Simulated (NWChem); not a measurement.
# SeBrF; SMILES F[Se]Br

```xyz
3

Se     0.3803     0.9349     0.0000
F     -1.2570     1.5735     0.0000
Br    -0.0669    -1.3205     0.0000
```
Atoms are numbered in this order, from 1.

Program: NWChem. STO-3G and 3-21G are far too small for this property and stand as cheap habits. Geometry: optimised at PBE0/def2-SVP. GIAO values for the isolated, static molecule; σ is the absolute isotropic shielding, δ = σ(reference) − σ with the isolated reference molecule computed at the same levels (19F: trichlorofluoromethane). Spin-orbit effects, on the heavy nuclei and on their neighbours, are missing.

For level Hartree-Fock/STO-3G:

- σ Se1 (ppm) = 2073.3
- δ F2 (ppm) = -156.5
- σ Br3 (ppm) = 2933.8

How do the values read with level PBE/pcSseg-1 instead?

The σ Se1 (ppm) is -1354.6. The δ F2 (ppm) comes out as -347.9 and the σ Br3 (ppm) comes out as 1725.8.
